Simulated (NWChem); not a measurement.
Molecule: C2H4BNO; SMILES CBN=C=O

```xyz
9

B     -0.8955     0.4483    -0.7213
H     -1.7383    -0.2370    -1.2295
C     -0.8725     1.9981    -0.9450
H     -0.8205     2.2176    -2.0215
H     -0.0542     2.5199    -0.4399
H     -1.8264     2.4335    -0.6121
N      0.0722    -0.2065     0.0877
C      0.6690    -1.0805     0.6606
O      1.3019    -1.8806     1.2482
```
Atoms are numbered in this order, from 1.

All runs: NWChem. Pople sets run with spherical d functions. Structure relaxed at the B3LYP/6-31G* (spherical d) level. Vzz is the largest principal value of the second derivative of the potential at the nucleus (NWChem prints the opposite sign); η is the asymmetry. Non-relativistic.

```csv
level,Vzz B1 (a.u.),η B1,Vzz N7 (a.u.),η N7,Vzz O9 (a.u.),η O9,relative time
Hartree-Fock/6-31G*,0.484,0.46,0.455,0.25,0.915,0.39,1
Hartree-Fock/def2-TZVP,0.516,0.46,0.361,0.37,0.797,0.46,5
PBE0/def2-TZVP,0.491,0.44,0.340,0.61,0.677,0.64,8
PBE0/6-31G*,0.444,0.44,0.435,0.43,0.792,0.53,2
```

The last column is a rough cost ratio, cheapest run = 1.
